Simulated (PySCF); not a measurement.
## Frontier orbitals and the lowest excitations

C2H8BN.
Z-matrix (Å and degrees, PBE0-D3(BJ)/def2-SVP geometry), rows numbered from 1:
```
C 
C   1  1.5291
B   2  1.5783  1  113.41
N   3  1.3932  2  122.55  1   127.12
H   1  1.1017  2  111.24  3    56.41
H   1  1.1017  2  112.22  3   176.80
H   1  1.1020  2  111.56  3   -62.90
H   2  1.1070  1  108.75  3  -118.66
H   2  1.1051  1  110.26  3   125.86
H   3  1.2162  2  120.33  1   -52.95
H   4  1.0111  3  123.30  2   179.08
H   4  1.0127  3  122.98  2    -0.26
```

Method used: TDDFT wB97X-D/def2-SVPD, vertical, gas phase, core orbitals frozen in the response (PySCF).

Kohn–Sham orbitals with the atoms that hold most of them (Löwdin shares over 4%, at most four atoms; ? is withheld):

```json
{"orbital": "HOMO-3", "ε (eV)": "-11.93", "atoms": "C1 25%, B3 20%, H10 17%, H5 10%"}
{"orbital": "HOMO-2", "ε (eV)": "-11.14", "atoms": "C2 25%, C1 21%, H9 9%, B3 9%"}
{"orbital": "HOMO-1", "ε (eV)": "-10.31", "atoms": "?"}
{"orbital": "HOMO", "ε (eV)": "?", "atoms": "?"}
{"orbital": "LUMO", "ε (eV)": "2.02", "atoms": "B3 59%, H11 12%, H12 7%, N4 6%"}
{"orbital": "LUMO+1", "ε (eV)": "2.38", "atoms": "B3 33%, N4 16%, C1 13%, H10 10%"}
{"orbital": "LUMO+2", "ε (eV)": "3.11", "atoms": "C1 18%, B3 16%, C2 11%, H11 8%"}
```

(1) Give the leading atoms of the HOMO-1.

(2) Which atoms hold the HOMO, and with what shares?

(3) What is the HOMO energy, and the HOMO–LUMO gap?

## Answers

(1) N4 (bonded to B and 2 H) 62%; B3 (bonded to C, N and H) 14%; H11 (bonded to N) 6%; H12 (bonded to N) 6%. By element: nitrogen 62%, boron 14%, hydrogen 11% or more.

(2) C2 (bonded to B, C and 2 H) 29%; B3 (bonded to C, N and H) 26%; H10 (bonded to B) 12%; C1 (bonded to C and 3 H) 9%. By element: carbon 38%, boron 26%, hydrogen 12% or more.

(3) ε(HOMO) = -10.16 eV; the gap is 12.19 eV (0.4478 hartree).

How does S1 compare with the orbital gap of 12.19 eV?

S1 is at 7.26 eV (f = 0.0018), 4.93 eV below the gap, made of HOMO→LUMO+1 (83%). Its leading pair isn't HOMO and LUMO; the energies of that pair differ by 12.54 eV. Without the coupling terms of the response equations the lowest excitation would equal the gap.

One configuration dominates each of S1, S2 and S5. Which, and how do the shares of the two leading atoms of either orbital change from the occupied to the empty one?

- S1 (7.26 eV, f 0.0018), HOMO→LUMO+1 (83%): C2 29% → at most 10%, B3 26% → 33%, N4 at most 10% → 16%
- S2 (7.75 eV, f 0.050), HOMO-1→LUMO (82%): N4 62% → 6%, B3 14% → 59%, H11 6% → 12%
- S5 (8.67 eV, f 0.043), HOMO-2→LUMO+1 (70%): C2 25% → at most 10%, C1 21% → 13%, B3 9% → 33%, N4 at most 9% → 16%

Time: 3.3 min wall; peak memory 0.65 GiB. Hardware: Intel Xeon at 2.50 GHz, one thread (shared host).

One conformer stands for the species.
